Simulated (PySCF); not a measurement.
AlClFH₃Si, SMILES [F][Al]([SiH3])[Cl]. Heavy atoms are numbered as in [Al:1]([Cl:2])([F:3])[SiH3:4]. Hydrogens are named by the atom that carries them.

Geometry optimised at PBE-D3(BJ)/def2-SVP.

The numbers are results of PBE0/pcSseg-1 run with PySCF, not measurements.

GIAO shieldings, no solvent; atoms alike by connectivity are averaged. δ = σ(ref) − σ: ³⁵Cl against HCl (σ = 945.9 ppm); ¹⁹F against CFCl3 (σ = 167.2 ppm); ²⁹Si against TMS (σ = 352.7 ppm); ¹H against TMS (σ = 31.56 ppm), references at their B3LYP-D3(BJ)/def2-TZVP geometries, non-relativistic (without spin–orbit terms, shifts of atoms bonded to Cl or Br come out too high).

```csv
atoms,nucleus,count,δ (ppm)
Cl2,³⁵Cl,1,88.4
F3,¹⁹F,1,-110.3
Si4 (SiH3),²⁹Si,1,___
H on Si4,¹H,3,___
```

Problem. Fill in the missing entries. (An estimate is asked for; the answer gives what the named calculation found.)

Solution. 
- Si4 (SiH3), δ (ppm): -127.1
- H on Si4, δ (ppm): 3.74
